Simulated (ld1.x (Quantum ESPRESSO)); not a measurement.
# Before and after: RRKJ potential for silicon (Si)

```json
{"Element": "silicon (Si)", "Generator": "ld1.x (Quantum ESPRESSO) 7.5", "Type": "norm-conserving RRKJ (Kleinman–Bylander form)", "Functional": "PBE", "Relativity": "scalar-relativistic", "Frozen core": "[Ne]", "Valence charge": "4", "Reference configuration": "3s1 3p3", "Partial waves": "3p (bound): rc 2.15 bohr; 3s (bound): rc 1.80 bohr", "Local potential": "the s channel", "Core correction": "Bessel-smoothed model core, default radius (core density twice the valence density)", "rho0": "0.001"}
```

Change: local potential all-electron potential smoothed inside 1.50 bohr (lloc = -2).

Cutoffs: the cutoffs (Ry, on a coarse ladder) from which the occupation-weighted sum of valence levels, in a spherical-Bessel basis at the reference potential, stays within 10 and 1 mRy of its value at 400 Ry; they do not see the model core or the augmentation charge, which bear on the density cutoff. Errors are all-electron minus pseudo energies relative to the spin-unpolarised reference configuration.

Predict the effect on cutoff, ghosts and configuration errors.

The potential gets neither clearly harder nor softer (18 Ry and 35 Ry → 18 Ry and 35 Ry); of the 7 tests that both files solve, the error grows in 0 and shrinks in 4 by more than 15 % and 0.3 meV (median size 5.6 → 2.8 meV); neither file shows a bound ghost.

| quantity | base | changed |
| --- | --- | --- |
| cutoff, loose | 18 Ry | 18 Ry |
| cutoff, tight | 35 Ry | 35 Ry |
| loose cutoff by channel (10 mRy a level) | p 6 Ry, s 12 Ry | s 15 Ry, p 6 Ry |
| bound ghosts | none | none |
| error for 3s2 3p2, meV [ΔE -6.81 eV] | -5.2 | -2.1 |
| error for 3s2 3p1, meV [ΔE 0.93 eV] | -5.6 | -2.1 |
| error for 3s2 3p0, meV [ΔE 16.92 eV] | +15 | +17 |
| error for 3s1 3p0, meV [ΔE 50.89 eV] | +88 | +89 |
| error for 3s1 3p2, meV [ΔE 8.36 eV] | +3.3 | +3.0 |
| error for 3s2 3p2.3, meV [ΔE -7.74 eV] | -4.1 | -1.3 |
| error for 3s0 3p4, meV [ΔE 6.96 eV] | -6.3 | -2.8 |
| s: phases at 2.35 bohr within 0.05 rad from the reference energy up to (Ry; the scan ends near 5) | 2.7 | 2.5 |
| p: phases at 2.35 bohr within 0.05 rad from the reference energy up to (Ry; the scan ends near 5) | 3.4 | 3.5 |
